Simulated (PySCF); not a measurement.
A geometry optimisation on `BrBr` (Br2).

Method: B3LYP/def2-TZVP geometry optimisation, gas phase (PySCF 2.14.0). Start geometry: GFN2-xTB. A driver script takes a list of jobs; this job's settings line and coordinates (Å) are shown.

Input:
```
{"job": {"xc": "B3LYP", "basis": "def2-TZVP", "grid": 1, "kind": "geom"}, "charge": 0, "multiplicity": 1}
Br     1.142070    -0.003008    -0.002702
Br    -1.139313     0.004276    -0.011446
```

Problem. Give the output.

Solution. 
```
step   0  E = -5148.35905198  max force = 0.010709
step   1  E = -5148.35930886  max force = 0.004430
step   2  E = -5148.35938606  max force = 0.000336
step   3  E = -5148.35938709  max force = 0.000024
optimisation converged
```

Energies in Eh; «max force» is the largest Cartesian gradient component in Eh/bohr.

Problem. How much energy does the optimisation release, in eV?

Solution. E(step 0) − E(last step) = 0.000335 Eh, which is 0.009 eV.

Problem. Give the first gradient maximum in eV/Å.

Solution. With 1 Eh/bohr = 51.422 eV/Å, 0.551 eV/Å.

Main results: final energy -5148.35939 Eh after 3 steps; dipole 0.00 D.

Problem. Give the final coordinates.

Solution. 0.018 Å rms from the input after alignment:
```
atom  x, y, z in Å
Br1    1.1410    0.0094    0.0046
Br2   -1.1757    0.0216   -0.0101
```

The run took 5.5 s on one thread of an Arm Neoverse V2, no GPU, shared host with 96 logical CPUs at a one-minute load of 14, and the process peaked at 0.49 GiB of memory.
Labels such as C1 count atoms from 1, the log's own numbers from 0.
